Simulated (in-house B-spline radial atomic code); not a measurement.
Se⁵⁺. Computed with a B-spline radial atomic code. Model: all-electron spherical atom, spin shells full or empty, radial basis limit, no spin-orbit coupling, Breit or QED, empty-state partial waves extrapolated as (l+1/2)^-4, RPA, G0W0 and static COHSEX of the highest shell as one setting changes (uncorrelated shells keep exact exchange).

Empty levels are discrete states of a finite basis, so the steps are uneven.

Given: element Se; charge 5; filled core Ar; hamiltonian one-electron scalar X2C; mean-field start PBE0; highest l of empty states 9; nuclear rms radius 4.14 fm; lowest nl shells left uncorrelated 5; highest mean-field shell 4s up; box radius 10.43 bohr.

Shell: 3d 5 5, 4s 1 0 (electrons up and down).

```json
{"highest empty level kept (hartree)": "12", "RPA correlation energy (hartree)": "-0.36953", "G0W0 level (eV)": "-82.648", "G0W0 minus most complete (meV)": "201.9", "COHSEX level (eV)": "-83.987", "linearised minus solved G0W0 (meV)": "9.1"}
{"highest empty level kept (hartree)": "24", "RPA correlation energy (hartree)": "?", "G0W0 level (eV)": "?", "G0W0 minus most complete (meV)": "?", "COHSEX level (eV)": "?", "linearised minus solved G0W0 (meV)": "?"}
{"highest empty level kept (hartree)": "42", "RPA correlation energy (hartree)": "-0.56671", "G0W0 level (eV)": "-82.799", "G0W0 minus most complete (meV)": "50.9", "COHSEX level (eV)": "-84.321", "linearised minus solved G0W0 (meV)": "9.5"}
{"highest empty level kept (hartree)": "72", "RPA correlation energy (hartree)": "-0.60972", "G0W0 level (eV)": "-82.824", "G0W0 minus most complete (meV)": "25.7", "COHSEX level (eV)": "-84.402", "linearised minus solved G0W0 (meV)": "9.6"}
{"highest empty level kept (hartree)": "120", "RPA correlation energy (hartree)": "-0.63188", "G0W0 level (eV)": "-82.838", "G0W0 minus most complete (meV)": "12", "COHSEX level (eV)": "-84.457", "linearised minus solved G0W0 (meV)": "9.7"}
{"highest empty level kept (hartree)": "216", "RPA correlation energy (hartree)": "-0.64493", "G0W0 level (eV)": "-82.845", "G0W0 minus most complete (meV)": "4.6", "COHSEX level (eV)": "-84.482", "linearised minus solved G0W0 (meV)": "9.7"}
{"highest empty level kept (hartree)": "360", "RPA correlation energy (hartree)": "-0.65041", "G0W0 level (eV)": "-82.848", "G0W0 minus most complete (meV)": "1.5", "COHSEX level (eV)": "-84.492", "linearised minus solved G0W0 (meV)": "9.7"}
{"highest empty level kept (hartree)": "720", "RPA correlation energy (hartree)": "-0.65294", "G0W0 level (eV)": "-82.85", "G0W0 minus most complete (meV)": "0.2", "COHSEX level (eV)": "-84.496", "linearised minus solved G0W0 (meV)": "9.7"}
{"highest empty level kept (hartree)": "1440", "RPA correlation energy (hartree)": "?", "G0W0 level (eV)": "?", "G0W0 minus most complete (meV)": "?", "COHSEX level (eV)": "?", "linearised minus solved G0W0 (meV)": "?"}
{"highest empty level kept (hartree)": "3000", "RPA correlation energy (hartree)": "-0.65323", "G0W0 level (eV)": "-82.85", "G0W0 minus most complete (meV)": "0", "COHSEX level (eV)": "-84.496", "linearised minus solved G0W0 (meV)": "9.7"}
{"highest empty level kept (hartree)": "7200", "RPA correlation energy (hartree)": "-0.65323", "G0W0 level (eV)": "-82.85", "G0W0 minus most complete (meV)": "0", "COHSEX level (eV)": "-84.496", "linearised minus solved G0W0 (meV)": "9.7"}
{"highest empty level kept (hartree)": "24000", "RPA correlation energy (hartree)": "-0.65323", "G0W0 level (eV)": "-82.85", "G0W0 minus most complete (meV)": "0", "COHSEX level (eV)": "-84.496", "linearised minus solved G0W0 (meV)": "9.7"}
```

Task: What follows for highest empty level kept = 1440?

Result: RPA correlation energy -0.6532 hartree; G0W0 level -82.85 eV; G0W0 minus most complete 0 meV; COHSEX level -84.496 eV; linearised minus solved G0W0 9.7 meV.

Task: What follows for highest empty level kept = 24?

Result: RPA correlation energy -0.48891 hartree; G0W0 level -82.754 eV; G0W0 minus most complete 95.8 meV; COHSEX level -84.212 eV; linearised minus solved G0W0 9.4 meV.
